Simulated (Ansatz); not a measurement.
C₃H₄Cl₂Si (`C#C[Si](C)(Cl)Cl`) at its PBE0-D4/def2-TZVP geometry, where that method's forces vanish. Charge 0, multiplicity 1.

```
atom    x (Å)    y (Å)    z (Å)
  C1   2.5802   0.3116   0.4168
  C2   1.3876   0.1710   0.5196
 Si3  -0.4102  -0.0416   0.6182
  C4  -1.1876  -0.1535  -1.0497
 Cl5  -1.1824   1.5487   1.6466
 Cl6  -0.7910  -1.7443   1.6852
  H7   3.6358   0.4365   0.3318
  H8  -0.7776  -1.0059  -1.5958
  H9  -2.2677  -0.2807  -0.9561
 H10  -0.9871   0.7582  -1.6165
```

Question: For each bond, give half the difference of the two atoms' forces along it (eV/Å; positive pushes the atoms apart) under PBE-D4, r2SCAN-D4, B3LYP-D4, ωB97M-V in def2-TZVPP. (An estimate is asked.)

Answer: Ansatz gave: 
```
   bond  length (Å)  PBE-D4  r2SCAN-D4  B3LYP-D4  ωB97M-V
  C1–C2       1.205    0.97       0.39      0.00    -0.27
  C1–H7       1.066   -0.37      -0.23     -0.09     0.05
 C2–Si3       1.813   -0.56      -0.24     -0.04     0.23
 Si3–C4       1.844    0.00      -0.01      0.04    -0.05
Si3–Cl5       2.045    0.20       0.07      0.17     0.03
Si3–Cl6       2.045    0.20       0.07      0.17     0.03
  C4–H8       1.092    0.10      -0.01     -0.05    -0.04
  C4–H9       1.092    0.10      -0.01     -0.05    -0.04
 C4–H10       1.092    0.10      -0.01     -0.05    -0.04
```

B3LYP here is the variant with VWN-RPA as its local correlation; programs differ in this.
